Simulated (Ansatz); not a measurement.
## A family of molecules: the atomisation energy (no zero-point term)

One atom is swapped for its congeners: CH8BN `[BH3-][NH2+]C`; CH8AlN `C[NH2+][AlH3-]`; CH8GaN `C[NH2+][GaH3-]`. All are singlets with charge 0.

Shapes, held fixed at every level: PBE0-D4/def2-TZVP. Programs: Ansatz 0.2.0. Values in eV.

```csv
level,CH8BN,CH8AlN,CH8GaN
HF/def2-TZVPP,29.14,26.58,25.50
r2SCAN-D4/def2-TZVPP,39.08,35.81,34.95
wB97X-V/def2-TZVPP,39.18,36.10,35.18
MP2/def2-SVP,37.20,33.91,33.08
MP2/def2-TZVPP,38.24,34.98,34.24
CCSD/def2-TZVPP,37.83,34.84,34.09
CCSD(T)/def2-TZVPP,38.21,35.16,34.43
```

At CCSD(T)/def2-TZVPP the atomisation energy falls at every step, from 38.21 to 34.43 eV. Every level shows the same order. Relativity is left out for Ga unless named. Correlated rows may include outer-core shells of Ga, which these sets cover unevenly. Spin-orbit coupling, which grows down the group, is left out (summed over each molecule's free atoms 0.00, 0.01, 0.07 eV).
